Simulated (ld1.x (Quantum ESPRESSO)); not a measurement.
## Transferability test, TM potential for lanthanum (La)

```json
{"Element": "lanthanum (La)", "Generator": "ld1.x (Quantum ESPRESSO) 7.5", "Type": "norm-conserving Troullier–Martins (Kleinman–Bylander form)", "Functional": "LDA (PZ)", "Relativity": "scalar-relativistic", "Frozen core": "[Kr] 4d10 5s2", "Valence charge": "9", "Reference configuration": "4f0 5p6 5d1.5 6s1.5 6p0", "Partial waves": "6s (bound): rc 3.65 bohr; 5d (bound): rc 2.30 bohr; 4f (bound, empty): rc 1.65 bohr; 5p (bound): rc 2.05 bohr", "Local potential": "the p channel", "Core correction": "none"}
```

Energies are relative to the spin-unpolarised reference configuration 4f0 5p6 5d1.5 6s1.5 6p0; without spin polarisation the order of configurations can differ from experiment. Spin-polarised rows fill each open shell by Hund’s rule, majority spin first. Not all tests gave a result: 4 of 9 tests not solved or not reliable. Left out of the table: 4f0 5p6 5d1 6s1 6p0 (solver errors, printed error -1.7 eV); 4f1 5p6 5d0 6s2 6p0 (solver errors, printed error -473 eV); 4f0 5p6 5d0 6s2 6p0 (solver errors, printed error -3.8 eV); 4f0 5p6 5d0 6s2 6p1 (solver errors, printed error -409 eV). The frozen-core shift is the all-electron ΔE with the core orbitals held at their reference shape minus the fully relaxed ΔE.

Q: Give the all-electron excitation energy and the error of the potential for: 4f0 5p6 5d1 6s2 6p0; 4f0 5p6 5d1 6s0 6p0; 4f1 5p6 5d1 6s0 6p0; 4f0 5p6 5d1.5 6s1.5 6p0 (spin-polarised); 4f0 5p6 5d1 6s2 6p0 (spin-polarised).

A:

```csv
valence configuration,charge,ΔE all-electron (eV),error AE − PS (meV),frozen-core shift (meV)
4f0 5p6 5d1 6s2 6p0,0,-0.362,-8.2,-0.5
4f0 5p6 5d1 6s0 6p0,+2,16.953,+19,+6.2
4f1 5p6 5d1 6s0 6p0,+1,6.716,+129,+379
4f0 5p6 5d1.5 6s1.5 6p0 (spin-polarised),0,-0.335,+26,+0.7
4f0 5p6 5d1 6s2 6p0 (spin-polarised),0,-0.459,+1.6,-0.2
```

Levels in the configuration 4f0 5p6 5d1.5 6s1.5 6p0 (spin-polarised):

| level | all-electron (eV) | pseudo (eV) |
| --- | --- | --- |
| 5p up | -21.889 | -21.924 |
| 5d up | -2.988 | -3.002 |
| 6s up | -3.787 | -3.796 |
| 5p down | -21.383 | -21.298 |
| 6s down | -3.181 | -3.158 |

A variational frozen-core shift is positive and of second order in the change. This column holds negative values, so the frozen-core run of ld1.x carries numerical noise or an error of first order here, and the column gives no more than the rough size of the effect.

Note: ghost state, extra bound levels that the all-electron valence spectrum of the same l lacks: s at -6.7 eV. A true bound ghost makes a file unfit for plane-wave use.
